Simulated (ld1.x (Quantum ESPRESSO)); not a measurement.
Before and after: TM potential for oxygen

```json
{"Element": "oxygen", "Generator": "ld1.x (Quantum ESPRESSO) 7.5", "Type": "norm-conserving Troullier–Martins (Kleinman–Bylander form)", "Functional": "PBE", "Relativity": "fully relativistic", "Frozen core": "[He]", "Valence charge": "6", "Reference configuration": "2s2 2p3 (charge +1)", "Partial waves": "2s (bound): rc 0.60 bohr; 2p (bound): rc 1.50 bohr; 3d channel at 0.25 Ry: rc 1.30 bohr", "Local potential": "all-electron potential smoothed inside 0.65 bohr (lloc = -1)", "Core correction": "Bessel-smoothed model core inside 0.30 bohr"}
```

Open shells are filled in proportion to 2j + 1 (rel_dist='average').

All-electron outer shells of the reference configuration (PBE, scalar-relativistic, ld1.x):

```json
{"shell": "2s", "level (eV)": "-39.66", "outermost node (bohr)": "0.28", "outermost maximum (bohr)": "0.86"}
{"shell": "2p", "level (eV)": "-24.45", "outermost node (bohr)": "–", "outermost maximum (bohr)": "0.79"}
```

Change: wave 2p (bound): rc 1.50 bohr becomes 2p (bound): rc 1.28 bohr.

Cutoffs: the cutoffs (Ry, on a coarse ladder) from which the occupation-weighted sum of valence levels, in a spherical-Bessel basis at the reference potential, stays within 10 and 1 mRy of its value at 400 Ry; they do not see the model core or the augmentation charge, which bear on the density cutoff. Errors are all-electron minus pseudo energies relative to the spin-unpolarised reference configuration.

Problem. How do hardness, ghosts and transferability respond?

Solution. Of the 7 tests that both files solve, the error grows in 0 and shrinks in 7 by more than 15 % and 0.3 meV (median size 72.5 → 39.8 meV); neither file shows a bound ghost. Less of the atom is replaced, so other configurations are described better.

| quantity | base | changed |
| --- | --- | --- |
| cutoff, loose | 200 Ry | 200 Ry |
| cutoff, tight | over 300 Ry | over 300 Ry |
| loose cutoff by channel (10 mRy a level) | s 160 Ry, p 55 Ry | s 160 Ry, p 70 Ry |
| bound ghosts | none | none |
| error for 2s2 2p4, meV [ΔE -16.43 eV] | +15 | +7.9 |
| error for 2s2 2p2, meV [ΔE 33.59 eV] | +72 | +40 |
| error for 2s2 2p1, meV [ΔE 87.46 eV] | +505 | +288 |
| error for 2s0 2p6, meV [ΔE 13.51 eV] | +163 | +114 |
| error for 2s2 2p3.5, meV [ΔE -10.15 eV] | +6.0 | +3.2 |
| error for 2s2 2p0, meV [ΔE 164.36 eV] | +1801 | +1070 |
| error for 2s2 2p4.3, meV [ΔE -18.55 eV] | +18 | +9.5 |
